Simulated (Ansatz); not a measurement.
Consider the atomization: `O[SiH](O)S[SiH](O)O` → 6 H• + 4 O• + S• + 2 Si•.

Isolated molecules relaxed with PBE0-D4/def2-TZVP in Ansatz; ΔE leaves out vibrations. CBS: MP2 limit from def2 TZ/QZ plus the TZ coupled-cluster correction, frozen cores. This one scheme is used for every species, atoms too. Functionals use def2-TZVPP. B3LYP here is the variant with VWN-RPA as its local correlation; programs differ in this. No spin–orbit coupling; open shells (•) take unrestricted orbitals. Spin–orbit coupling would lower the free atoms: a little for O, S, Si. Each species was taken in one conformer, which may not be the lowest.

| level | ΔE (kcal/mol) | difference from CCSD(T)/CBS |
| --- | --- | --- |
| r2SCAN-D4 | 1206.9 | -5.4 |
| PBE0-D4 | 1188.1 | -24.2 |
| B2PLYP | 1185.2 | -27.1 |
| PBE | 1206.4 | -5.9 |
| PBE0 | 1180.2 | -32.1 |
| B3LYP | 1178.8 | -33.5 |
| SCS-MP2/def2-TZVPP | 1192.3 | -20.0 |
| HF/CBS(def2) | 846.1 | -366.2 |
| MP2/CBS(def2) | 1248.3 | 36.0 |
| CCSD/CBS(def2) | 1191.4 | -20.9 |
| CCSD(T)/CBS | 1212.3 | 0 |

Largest T1 diagnostic among the species: 0.012.

From PBE to PBE0 (25 % exact exchange), in def2-TZVPP and without D4, ΔE moves by −26.2 kcal/mol: exact exchange takes away binding that semilocal exchange gives to molecules. In def2-TZVPP, CCSD(T) changes the Hartree–Fock value by +327.3 kcal/mol (the triples alone add +20.8 kcal/mol) and MP2 by +363.3 kcal/mol; breaking electron pairs costs correlation energy, which Hartree–Fock lacks.

For atomizations the MP2-based limit and the directly extrapolated one differ by several kJ/mol either way, and by 10 to 25 for some Ge, Se and Sn compounds, so smaller differences from it don't rank the levels.
